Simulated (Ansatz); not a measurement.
`CC(=O)CCC=C(C)C` + H₂ → `CCC(C)=O` + `C=C(C)C`  (hydrogenolysis of a C–C bond)

Gas-phase electronic energies from Ansatz, PBE0-D4/def2-TZVP geometries. CBS: MP2 limit from def2 TZ/QZ plus the TZ coupled-cluster correction, frozen cores. This one scheme is used for every species. Functionals use def2-TZVPP. B3LYP here is the variant with VWN-RPA as its local correlation; programs differ in this. One conformer a species, not always the lowest.

`CC(=O)CCC=C(C)C`:

Z-matrix (Å, degrees):
```
C
C 1 1.505
H 1 1.095 2 108.8
H 1 1.093 2 111.2 3 -117.5
H 1 1.089 2 110.3 3 119.6
C 2 1.512 1 116.1 3 73.6
O 2 1.206 1 121.8 3 -106.9
C 6 1.524 2 114.3 1 -165.6
H 6 1.099 2 105.9 1 72.4
H 6 1.096 2 108.9 1 -40.7
C 8 1.494 6 112.5 2 68.3
H 8 1.094 6 108.1 2 -52.0
H 8 1.091 6 108.8 2 -167.9
C 11 1.334 8 127.7 6 108.5
H 11 1.087 8 114.7 6 -70.7
C 14 1.496 11 124.9 8 0.6
C 14 1.497 11 120.7 8 -179.6
H 16 1.089 14 113.4 11 -0.8
H 16 1.096 14 110.5 11 120.7
H 16 1.095 14 110.4 11 -122.0
H 17 1.096 14 111.0 11 121.4
H 17 1.091 14 111.7 11 0.3
H 17 1.096 14 110.9 11 -120.5
```

H₂:

```xyz
2

H     0.007    0.291    0.234
H    -0.007   -0.291   -0.234
```

`CCC(C)=O`:

Cartesian coordinates in Å:
```
C -1.216 -0.101 1.475
C -0.464 0.460 0.287
C 0.533 -0.504 -0.314
C 1.295 -0.011 -1.517
O 0.708 -1.607 0.140
H -1.773 -0.996 1.197
H -0.527 -0.385 2.272
H -1.919 0.634 1.871
H 0.083 1.373 0.555
H -1.150 0.768 -0.512
H 1.825 0.915 -1.279
H 2.004 -0.768 -1.846
H 0.602 0.222 -2.330
```

`C=C(C)C`:

```xyz
12

C     1.268    0.879   -0.064
C     0.177    0.123   -0.009
C    -0.401   -0.531   -1.224
C    -0.553   -0.130    1.272
H     1.677    1.348    0.824
H     1.788    1.055   -1.000
H    -0.440   -1.618   -1.099
H     0.179   -0.308   -2.120
H    -1.432   -0.200   -1.389
H    -0.588   -1.203    1.493
H    -0.083    0.380    2.114
H    -1.592    0.206    1.200
```

(1) Is it downhill or uphill in electronic energy at CCSD(T)/CBS, and by how much? (Estimate.)

(2) What do these levels give: BLYP, B3LYP, BHLYP, CCSD/def2-TZVPP, CCSD(T)/def2-TZVPP, CCSD/CBS(def2)? (Estimate.)

Largest T1 diagnostic among the species: 0.013.

Results:

(1) Computed: Downhill: ΔE = -13.2 kcal/mol.

(2) The calculation gave: BLYP -17.9, B3LYP -17.8, BHLYP -18.2, CCSD/def2-TZVPP -14.8, CCSD(T)/def2-TZVPP -13.2, CCSD/CBS(def2) -14.8 kcal/mol.

The D4 term adds +3.8 kcal/mol with B3LYP and +2.3 kcal/mol with PBE0; it sums over pairs of atoms, weighted by their polarisabilities, and B3LYP, whose exchange is more repulsive, gets the larger term. In def2-TZVPP, CCSD(T) changes the Hartree–Fock value by +7.8 kcal/mol (the triples alone add +1.5 kcal/mol) and MP2 by +9.4 kcal/mol. Leaving LDA and LC-ωPBE aside and taking each functional with its dispersion term where it has one, the values, not all of them listed here, spread over 4.5 kcal/mol, from B2PLYP to revPBE-D4. LDA lies +4.0 kcal/mol from PBE without D4.
